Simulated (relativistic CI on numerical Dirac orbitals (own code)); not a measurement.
# L2,3 absorption of manganese in several valence states

Computed multiplet spectra 2p⁶3dⁿ → 2p⁵3dⁿ⁺¹ (Dirac-Coulomb-Breit ions, Slater integrals scaled by 0.7, an assumed crystal field that grows with the charge, no charge transfer; 300 K; Lorentzian 0.4 eV and Gaussian 0.3 eV FWHM at both edges, so that L2 comes out sharper than in experiment). Peaks over 5 % are given in eV from the highest peak in the L3 region of each spectrum (height, largest 100). S of the lowest state is read from ⟨S²⟩, and the branching ratio is the share of L3, cut at the minimum between the edges.

Field parameters in Wybourne normalisation: Oh B⁴₀ = 21Dq, B⁴₄ = √(5/14) B⁴₀. The field is a parameter set, without covalency.

- Mn3+ (d4, Oh, 10Dq = 17200 cm⁻¹): S = 1.97, high spin, branching ratio 0.67; peaks -2.0 (56), 0.0 (100), 1.1 (58), 6.9 (14), 8.1 (40), 10.1 (25), 11.2 (29), 12.2 (13)
- Mn4+ (d3, Oh, 10Dq = 21100 cm⁻¹): S = 1.50, branching ratio 0.60; peaks -3.0 (28), -1.6 (56), 0.0 (99), 1.0 (85), 3.4 (14), 4.8 (8), 8.0 (42), 9.0 (100), 10.2 (39), 11.5 (56)
- Mn5+ (d2, Oh, 10Dq = 25000 cm⁻¹): S = 1.00, branching ratio 0.61; peaks -5.9 (7), -5.4 (9), -3.7 (27), -2.2 (31), 0.0 (100), 3.5 (14), 4.4 (26), 5.1 (24), 8.1 (36), 8.8 (61), 10.2 (61), 11.2 (58)

Problem. What spin state follows for Mn2+ in Oh, 10Dq = 13300 cm⁻¹, and does its branching ratio lie nearer 2/3 or nearer 0.8?

Solution. Mn2+ (d5, Oh, 10Dq = 13300 cm⁻¹): S = 2.50, high spin, branching ratio 0.75; peaks -1.7 (38), 0.0 (100), 1.0 (26), 2.8 (8), 3.7 (5), 9.2 (15), 10.9 (21), 11.9 (16). High-spin states, above all those with an unquenched orbital moment, raise the ratio above the statistical 2/3; low spin and nearly empty shells keep it near or below 2/3.

The centroid of the whole edge, which also moves with the branching ratio, lies at 645.1 (Mn2+), 648.2 (Mn3+), 652.7 (Mn4+), 657.2 (Mn5+) eV in this ionic model, in steps of 3.1 to 4.5 eV. Compounds show about 1 to 2 eV a unit and lower energies for the high valences, since ligands screen the charge. The multiplet shape follows the d count and the spin state, and so serves as a fingerprint of valence.
